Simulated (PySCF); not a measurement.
Isomers of C5H4F4O2, mass 172.015 u with the commonest isotopes. The calculation used PBE0/pcSseg-1 in PySCF (dipole) on a GFN2-xTB geometry, gas phase. One conformer each, none proved a minimum here; rigid rotors.

Question: Order these by rotational constant C, largest first.
A. `[O:1]=[C:2]([C@@H:3]1[O:4][CH2:5][C@H:6]1[F:7])[C:8]([F:9])([F:10])[F:11]` with O1–C2–C3–O4 -165°
B. `[F:1]/[CH:2]=[CH:3]/[O:4]/[CH:5]=[C:6](/[F:7])[O:8][CH:9]([F:10])[F:11]` with C2–C3–O4–C5 178°, C3–O4–C5–C6 178°, C5–C6–O8–C9 132°, C6–O8–C9–F10 165°
C. `[O:1]=[C:2]1[C@@H:3]([CH2:4][F:5])[O:6][C@@H:7]1[C:8]([F:9])([F:10])[F:11]` with C2–C3–C4–F5 39°
D. `[F:1][C:2]1=[C:3]([O:4][CH:5]([F:6])[F:7])[O:8][CH2:9][C@H:10]1[F:11]` with C2–C3–O4–C5 -174°, C3–O4–C5–F6 -169°
E. `[F:1][CH:2]([F:3])[O:4][C:5]1([O:6][CH:7]([F:8])[F:9])[CH:10]=[CH:11]1` with F1–C2–O4–C5 -166°, C2–O4–C5–O6 75°, O4–C5–O6–C7 73°, C5–O6–C7–F8 78°

Answer: A (696.7 MHz), C (637.0 MHz), E (568.7 MHz), D (535.0 MHz), B (359.6 MHz).

Question: Order these by rotational constant B, largest first.
A. `[O:1]=[C:2]1[C@@H:3]([CH2:4][F:5])[O:6][C@@H:7]1[C:8]([F:9])([F:10])[F:11]` with C2–C3–C4–F5 39°
B. `[O:1]=[C:2]([C@@H:3]1[O:4][CH2:5][C@H:6]1[F:7])[C:8]([F:9])([F:10])[F:11]` with O1–C2–C3–O4 -165°
C. `[CH2:1]=[C:2]([O:3][CH:4]([F:5])[F:6])[C:7](=[O:8])[CH:9]([F:10])[F:11]` with C1–C2–O3–C4 -16°, C2–O3–C4–F5 -168°, C1–C2–C7–O8 -12°, C2–C7–C9–F10 -175°
D. `[F:1][C:2]1=[C:3]([O:4][CH:5]([F:6])[F:7])[O:8][CH2:9][C@H:10]1[F:11]` with C2–C3–O4–C5 -174°, C3–O4–C5–F6 -169°
E. `[F:1]/[CH:2]=[CH:3]/[O:4]/[CH:5]=[C:6](/[F:7])[O:8][CH:9]([F:10])[F:11]` with C2–C3–O4–C5 178°, C3–O4–C5–C6 178°, C5–C6–O8–C9 132°, C6–O8–C9–F10 165°
F. `[F:1][CH:2]([F:3])[O:4][C:5]1([O:6][CH:7]([F:8])[F:9])[CH:10]=[CH:11]1` with F1–C2–O4–C5 -166°, C2–O4–C5–O6 75°, O4–C5–O6–C7 73°, C5–O6–C7–F8 78°

Answer: B (806.8 MHz), F (718.0 MHz), A (701.4 MHz), C (678.9 MHz), D (620.2 MHz), E (401.6 MHz).

Question: Order these by radius of gyration √(Σ m r²/M), smallest first.
A. `[F:1][CH:2]([F:3])[O:4][C:5]1([O:6][CH:7]([F:8])[F:9])[CH:10]=[CH:11]1` with F1–C2–O4–C5 -166°, C2–O4–C5–O6 75°, O4–C5–O6–C7 73°, C5–O6–C7–F8 78°
B. `[O:1]=[C:2]([C@@H:3]1[O:4][CH2:5][C@H:6]1[F:7])[C:8]([F:9])([F:10])[F:11]` with O1–C2–C3–O4 -165°
C. `[F:1]/[CH:2]=[CH:3]/[O:4]/[CH:5]=[C:6](/[F:7])[O:8][CH:9]([F:10])[F:11]` with C2–C3–O4–C5 178°, C3–O4–C5–C6 178°, C5–C6–O8–C9 132°, C6–O8–C9–F10 165°
D. `[O:1]=[C:2]1[C@@H:3]([CH2:4][F:5])[O:6][C@@H:7]1[C:8]([F:9])([F:10])[F:11]` with C2–C3–C4–F5 39°
E. `[F:1][C:2]1=[C:3]([O:4][CH:5]([F:6])[F:7])[O:8][CH2:9][C@H:10]1[F:11]` with C2–C3–O4–C5 -174°, C3–O4–C5–F6 -169°

Answer: B (2.162 Å), D (2.253 Å), A (2.337 Å), E (2.400 Å), C (2.903 Å).

| SMILES | point group | Ia (u·Å²) | Ib (u·Å²) | Ic (u·Å²) | κ | μa (D) | μb (D) | μc (D) |
| --- | --- | --- | --- | --- | --- | --- | --- | --- |
| O=C([C@@H]1OC[C@H]1F)C(F)(F)F | C1 | 256.70 | 626.41 | 725.35 | -0.83 | 2.01 | 1.28 | 0.81 |
| F/C=C/O/C=C(/F)OC(F)F | C1 | 234.72 | 1258.30 | 1405.31 | -0.95 | 0.01 | 1.98 | 0.53 |
| FC1=C(OC(F)F)OC[C@H]1F | C1 | 222.43 | 814.82 | 944.70 | -0.90 | 1.01 | 3.09 | 0.39 |
| C=C(OC(F)F)C(=O)C(F)F | C1 | 269.10 | 744.43 | 957.39 | -0.78 | 2.27 | 1.10 | 0.75 |
| O=C1[C@@H](CF)O[C@@H]1C(F)(F)F | C1 | 231.64 | 720.53 | 793.39 | -0.92 | 2.15 | 1.05 | 1.31 |
| FC(F)OC1(OC(F)F)C=C1 | C2 | 286.52 | 703.84 | 888.63 | -0.75 | 0.04 | 2.03 | 0.00 |
